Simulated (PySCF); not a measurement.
# Calculated properties of aminodifluoroborane, `NB(F)F`

Compound: aminodifluoroborane, BF₂H₂N.
Atom-mapped SMILES: `[NH2:1][B:2]([F:3])[F:4]` (hydrogens: H5, H6 on N1)

Some functional groups and rings: three-coordinate boron.

**PBE0-D3(BJ)/def2-SVP geometry optimisation, gas phase (PySCF)**

- Point group: C2v
- Rotational constants A, B, C: 9.974, 9.596, 4.890 GHz

PBE0/def2-SVPD ground state, ΔSCF and vertical TDDFT (core frozen in the response) (PySCF):

- Dipole moment: 2.77 D
- HOMO energy: -8.76 eV
- LUMO energy: 0.17 eV
- HOMO–LUMO gap: 8.93 eV
- Lowest singlet excitation: 7.49 eV (166 nm, f = 0.044)
- Strongest line among the 10 lowest singlet transitions: S4 at 9.62 eV (129 nm, f = 0.257)
- Lowest triplet excitation (Tamm–Dancoff): 7.13 eV
- Static isotropic polarisability: 23.9 au
- Vertical ionisation energy: 11.48 eV
- Electronic spatial extent ⟨r²⟩ about the centre of nuclear charge: 241 bohr²

**B3LYP/pcSseg-2 ground state and GIAO shieldings, non-relativistic (PySCF)**

- 1H chemical shifts (computed TMS as zero) by class: 2.29 (H5/H6) ppm
- Isotropic shieldings of nuclei other than C and H, by class: 79 (B2), 210 (N1), 312 (F3/F4) ppm

**B3LYP/pcJ-1 indirect spin-spin coupling, non-relativistic, gas phase (PySCF)**

* Largest of the computed one-bond spin–spin couplings (means over like bonds): 15N–1H -89.6 (N1–H5 and 1 like it), 19F–11B -75.6 (F3–B2 and 1 like it), 15N–11B -52.0 (N1–B2) Hz

From delta-SCF UKS SCAN, pcX-2 on the ionised atom, pcseg-1 elsewhere, spin-free X2C (PySCF):

* Core binding energies: B1s 199.6 (B2), N1s 406.1 (N1), F1s 693.3 (F3/F4) eV

Monoisotopic mass from the formula: 65.0248 u.

The principal polarisabilities are 19.8, 24.1 and 27.7 au; their mean is the isotropic value. The rotational constants make it an asymmetric top with κ = (2B − A − C)/(A − C) = 0.85, nearer the oblate limit (+1). The ΔSCF ionisation energy exceeds −ε(HOMO) by 2.72 eV with PBE0. Point group C2v permits a dipole; with 2.77 D the species has a pure rotational spectrum.

For the geometry optimisation (PBE0-D3(BJ)/def2-SVP), on one thread of an Arm Neoverse V1, shared host, this took 6.0 s.

Conformer computed: `[NH2:1][B:2]([F:3])[F:4]`: H–N1–B2–F3 180°, H–N1–B2–F3 0°.
